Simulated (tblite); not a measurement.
Compound: C7H6ClF.
SMILES with atom numbers: `[F:1][C@:2]12[CH2:3][C@:4]3([Cl:5])[C@@H:6]4[C@H:7]1[C@H:8]2[C@H:9]34` (hydrogens: H10, H11 on C3; H12 on C6; H13 on C7; H14 on C8; H15 on C9)

Computed with GFN2-xTB (tblite), gas phase: L-BFGS steps from a force-field or distance-geometry start until the largest atomic force falls under 0.01 eV/Å.

Step 0: E = -741.3977 eV
```
atom  x, y, z in Å  |  force x, y, z in eV/Å
F1     -0.0945   -2.6716    0.0819   -0.295   1.211  -0.149
C2     -0.1200   -1.2918    0.0119    0.458   0.671   0.332
C3     -1.3654   -0.4867   -0.3527   -0.128   0.326  -0.071
C4     -0.7987    0.9692   -0.2683    0.905  -2.214   0.601
Cl5    -1.7674    2.3419   -0.5746   -0.239   0.169  -0.085
C6      0.6667    0.9031   -0.6352    0.168   0.509  -0.324
C7      1.1080   -0.5406   -0.4564    0.024  -0.457  -0.084
C8      0.7204   -0.4782    0.9936   -0.141  -0.615   0.018
C9      0.2835    0.9614    0.8108   -0.285   0.893   0.266
H10    -2.1826   -0.6426    0.3727    0.294   0.057  -0.350
H11    -1.7067   -0.7166   -1.3745    0.023   0.066   0.376
H12     1.2485    1.6991   -1.0509   -0.077  -0.043  -0.689
H13     2.0429   -0.9774   -0.7165    0.122  -0.192  -0.756
H14     1.3810   -0.8757    1.7325   -0.350  -0.096   0.572
H15     0.5798    1.8144    1.4038   -0.478  -0.285   0.344
```

Step 1: E = -741.5256 eV
```
atom  x, y, z in Å  |  force x, y, z in eV/Å
F1     -0.0987   -2.6543    0.0798   -0.273   0.899  -0.120
C2     -0.1135   -1.2822    0.0166   -0.017   0.401   0.115
C3     -1.3673   -0.4820   -0.3537    0.152  -0.036   0.052
C4     -0.7857    0.9375   -0.2597    0.217  -0.694   0.250
Cl5    -1.7708    2.3443   -0.5758    0.078  -0.314   0.016
C6      0.6691    0.9104   -0.6399    0.181  -0.147   0.049
C7      1.1084   -0.5471   -0.4576    0.240   0.062  -0.149
C8      0.7184   -0.4870    0.9938    0.016   0.104   0.205
C9      0.2795    0.9741    0.8146    0.000  -0.213  -0.033
H10    -2.1784   -0.6418    0.3677    0.156   0.039  -0.210
H11    -1.7064   -0.7157   -1.3691    0.000   0.047   0.211
H12     1.2473    1.6985   -1.0608   -0.036   0.093  -0.738
H13     2.0446   -0.9801   -0.7273    0.045  -0.186  -0.684
H14     1.3760   -0.8771    1.7406   -0.353  -0.112   0.509
H15     0.5729    1.8103    1.4088   -0.406   0.057   0.526
```

Problem. Estimate the geometry and energy of step 2. (The exact step hangs on the optimiser's Hessian estimate; all steps are aligned on step 1, rigid shifts and turns removed.)

Solution. E = -741.6134 eV, largest force 0.636 eV/Å
```
atom  x, y, z in Å  |  force x, y, z in eV/Å
F1     -0.1069   -2.6259    0.0760   -0.241   0.327  -0.070
C2     -0.1110   -1.2687    0.0214   -0.071   0.310  -0.047
C3     -1.3645   -0.4808   -0.3530    0.179  -0.269   0.068
C4     -0.7751    0.9077   -0.2501   -0.211   0.516  -0.103
Cl5    -1.7705    2.3381   -0.5759    0.254  -0.578   0.080
C6      0.6744    0.9101   -0.6407    0.290  -0.116   0.097
C7      1.1141   -0.5485   -0.4616    0.273   0.171   0.091
C8      0.7179   -0.4884    0.9987    0.269   0.254   0.118
C9      0.2777    0.9747    0.8155    0.336  -0.270   0.116
H10    -2.1730   -0.6405    0.3606   -0.003  -0.003  -0.028
H11    -1.7062   -0.7142   -1.3619   -0.006   0.009   0.035
H12     1.2460    1.7004   -1.0822   -0.195  -0.067  -0.586
H13     2.0464   -0.9856   -0.7478   -0.050  -0.156  -0.579
H14     1.3657   -0.8803    1.7560   -0.372  -0.092   0.413
H15     0.5605    1.8099    1.4231   -0.454  -0.039   0.395
```

The energy changes by -0.0878 eV. The first-order estimate −F·Δx gives -0.1249 eV and the mean of the old and new forces, exact on a quadratic surface, -0.0875 eV. The step makes an angle of 15° with the force vector and moves no atom by more than 0.033 Å.

What follows is the cost of the whole relaxation. Hardware: Arm Neoverse N1, one thread, on a shared host. Cost: 0.25 s wall.
